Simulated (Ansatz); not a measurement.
Cd₂Te⁺, relaxed as a doublet with UKS PBE-D4/def2-TZVP in Ansatz, starting from the GFN1-xTB geometry. Force threshold 0.02 eV/Å.

In the def2 sets Cd, Te take a core potential; there is no spin–orbit coupling. The relaxation made no stability test and no search for a lower SCF solution. Another isomer (doublet) lies 0.03 eV lower at PBE-D4/def2-TZVP; other spin states weren't run for this one.

Start:

```xyz
3

Cd    0.178    0.172   -0.576
Cd   -1.142   -2.197   -0.512
Te    0.964    2.026    1.088
```

Estimate the energy that the relaxation releases and the steps that it takes.

3.9 kcal/mol, in 5 steps; 8 s on 4 threads of Arm Neoverse V2 on a shared host. No frequencies were taken in this run, so the end may be a saddle point.

Does the start keep its bonding and symmetry?

By distances, no bond broke or formed. The bond that changes most is Cd1–Cd2, from 2.71 to 2.80 Å (atoms count from 1). Point group Cs at the start, C∞v at the end, both within 0.05 Å.

Predict the relaxed structure.


```tsv
atom	x (Å)	y (Å)	z (Å)
Cd1	0.0267	0.0482	-0.0003
Cd2	-1.1679	-2.3364	-0.8656
Te3	1.1412	2.2883	0.8659
```
Bond lengths (bridged metal pairs left out): 1 × Cd–Cd 2.80 Å; 1 × Cd–Te 2.65 Å.
